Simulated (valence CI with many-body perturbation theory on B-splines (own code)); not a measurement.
## Level structure of Pb XLIV

Level of theory: valence CI with perturbative core correlation (CI+MBPT): three valence electrons over a frozen Dirac-Fock core [Kr], a basis of 7 s, 7 p, 8 d, 6 f, 4 g, 1 h functions for each j, with the one-electron correlation potential Σ1, the two-electron term Σ2, the three-electron term Σ3, Breit, model QED; selected CI, second order for the rest, scaled by the run's own slope (own B-spline code, finite nucleus).

The last digits are not significant, and no measured levels were compared; by estimate large intervals hold to a few tenths of a per cent, small ones and those within an open d or f shell to about a per cent. Only levels of the ground parity were solved; by the run's estimate the other parity begins above the list, which can be wrong where configurations are misplaced.

Levels 1 to 19 of 19, with energies above the lowest level, (4d3/2^3) J=3/2. "Leading %" is the weight of the configuration and term that name the level; weights of strongly mixed levels are sums over their largest components and can fall short, so below about 35 % the name and the second component can differ from the true leading terms, or belong to a minority configuration. In the jj column 3d3/2^4 stands for four electrons in 3d with j = 3/2. Lifetimes count E1, E2, E3, M1 and M2 decay at the calculated energies, and are blank where another channel may lead or the interval is too uncertain; long ones can be off by a factor of two.

```csv
No.,Configuration,Term,J,E (eV),Leading %,Second component,Lifetime,Leading jj
1,4d3,4F,3/2,0.00,44,39 % 4d3 2D,,4d3/2^3 (98 %)
2,4d3,4F,5/2,28.18,82,16 % 4d3 2D,3.61 μs,4d3/2^2 4d5/2 (99 %)
3,4d3,4P,3/2,30.79,39,32 % 4d3 4F,4.55 μs,4d3/2^2 4d5/2 (99 %)
4,4d3,2G,7/2,32.90,49,32 % 4d3 4F,1.25 ms,4d3/2^2 4d5/2 (97 %)
5,4d3,2H,9/2,33.03,47,41 % 4d3 2G,,4d3/2^2 4d5/2 (99 %)
6,4d3,4P,1/2,33.23,58,42 % 4d3 2P,12.1 μs,4d3/2^2 4d5/2 (100 %)
7,4d3,2D,5/2,43.33,44,32 % 4d3 4P,34.4 μs,4d3/2^2 4d5/2 (96 %)
8,4d3,4F,7/2,60.44,67,31 % 4d3 2G,1.99 μs,4d3/2 4d5/2^2 (99 %)
9,4d3,4F,9/2,62.69,50,41 % 4d3 2H,3.41 μs,4d3/2 4d5/2^2 (98 %)
10,4d3,4P,3/2,64.58,40,38 % 4d3 2D,1.70 μs,4d3/2 4d5/2^2 (99 %)
11,4d3,2P,1/2,65.93,58,42 % 4d3 4P,2.59 μs,4d3/2 4d5/2^2 (100 %)
12,4d3,4P,5/2,66.41,41,36 % 4d3 2D,3.20 μs,4d3/2 4d5/2^2 (96 %)
13,4d3,2H,11/2,67.04,100,,8.46 μs,4d3/2 4d5/2^2 (100 %)
14,4d3,2D,5/2,70.43,44,42 % 4d3 2F,5.29 μs,4d3/2 4d5/2^2 (98 %)
15,4d3,2F,7/2,70.77,78,20 % 4d3 2G,6.59 μs,4d3/2 4d5/2^2 (99 %)
16,4d3,2D,3/2,79.46,79,16 % 4d3 2P,3.30 μs,4d3/2 4d5/2^2 (96 %)
17,4d3,2G,9/2,94.81,50,38 % 4d3 4F,1.68 μs,4d5/2^3 (99 %)
18,4d3,2D,3/2,100.63,43,41 % 4d3 2P,1.60 μs,4d5/2^3 (97 %)
19,4d3,2D,5/2,105.27,60,22 % 4d3 2F,1.32 μs,4d5/2^3 (97 %)
```

The ionisation energy to 4d2 3F_2 of the next ion comes out as 2164.6 eV (NIST: 2163 ± 4 eV (theoretical)). All 19 levels together are meant to be complete up to 109.48 eV.
